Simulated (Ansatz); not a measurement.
`[OH][Ti]([OH])([Cl])[Cl]` + H–F → `[OH][Ti]([OH])([F])[Cl]` + HCl  (ligand exchange at a Ti–Cl bond)

Isolated molecules relaxed with PBE0-D4/def2-TZVP in Ansatz; ΔE leaves out vibrations. CCSD(T)/CBS adds triple-zeta CCSD(T) − MP2 to the extrapolated MP2 energy (def2 sets, frozen cores). This one scheme is used for every species. DFT in def2-TZVPP. HSE06 is defined as in plane-wave codes. For Ti outer-core shells are correlated without core-valence functions, which leaves a few kJ/mol of doubt a bond. Scalar relativity is left out up to krypton. Each species was taken in one conformer, which may not be the lowest.

```csv
level,ΔE (kJ/mol)
LDA (SPW92),-18.7
r2SCAN-D4,-19.9
HSE06-D4,-13.7
CCSD(T)/def2-SVP,-30.8
```

What does CCSD(T)/CBS give? (An estimate is asked.)

Ansatz gave: -8.2 kJ/mol. The listed levels differ from it by -10.5, -11.7, -5.5, -22.6 kJ/mol.

What do rigid-rotor, harmonic-oscillator terms from PBE0-D4/def2-TZVP frequencies (298.15 K, 1 bar) make of the CCSD(T)/CBS value? (Estimate.)

Computed: ΔZPE = -4.4 kJ/mol, ΔH = -13.5 kJ/mol, ΔS = 1 J/(mol·K), ΔG = -13.7 kJ/mol.

Largest T1 diagnostic among the species: 0.024, so the coupled-cluster value is less sure than usual.

From r2SCAN to r2SCAN0 (25 % exact exchange), in def2-TZVPP and without D4, ΔE moves by +4.2 kJ/mol. At CCSD(T), def2-SVP lies −22.6 kJ/mol from the extrapolated value and def2-TZVPP −6.6 kJ/mol. Leaving LDA and LC-ωPBE aside and taking each functional with its dispersion term where it has one, the values, not all of them listed here, spread over 16.5 kJ/mol, from CAM-B3LYP-D4 to PBE-QIDH. LDA lies +3.5 kJ/mol from PBE without D4.
